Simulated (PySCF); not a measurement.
Gd(SH)3 relaxed at several levels

Computed with PySCF 2.14.0, def2-SVP on the ligands, density fitting, scalar-relativistic core potentials, no spin-orbit coupling, vacuum. Each row is relaxed at its own level from the same template. Distances are means of the shortest metal–ligand contacts, charges and spins Mulliken's; removal energies are rigid, with the ligand's formal charge and no counterpoise, so too large; for an anion taken off a cation in vacuum most of it is the attraction of opposite charges, and multiply charged cations can part far more cheaply with an electron moved from ligand to metal. lcecp potentials hold a fixed number of 4f electrons in the core, out of states, spins and gaps.

```
level      basis on the metal  point group  M–SH (Å)  charge on M (e)  dipole (D)  removal of one SH (eV)  strongest infrared band, degenerate modes summed (cm⁻¹)  unstable modes (below −25 cm⁻¹)
  PBE  lcecp-1-SVP with ECP53           C3     2.609             0.68        1.10                    9.07                                                      304                                0
```

**Question.** What does the calculation give for PBE0, lcecp-1-SVP with ECP53?

**Answer.** point group: C3h, M–SH (Å): 2.601, charge on M (e): 0.85, dipole (D): 0.19, removal of one SH (eV): 9.06, strongest infrared band, degenerate modes summed (cm⁻¹): 313, unstable modes (below −25 cm⁻¹): 0.
```xyz
7

Gd    0.0000    0.0000    0.9343
S     2.5681    0.4113    0.9624
H     2.8945   -0.9036    0.9544
S    -1.6402    2.0184    0.9624
H    -0.6647    2.9585    0.9544
S    -0.9278   -2.4297    0.9624
H    -2.2298   -2.0549    0.9544
```

Moved off a saddle point of the template and relaxed again: PBE, PBE0. One start shape was tried for each, so a minimum needn't be the lowest isomer.
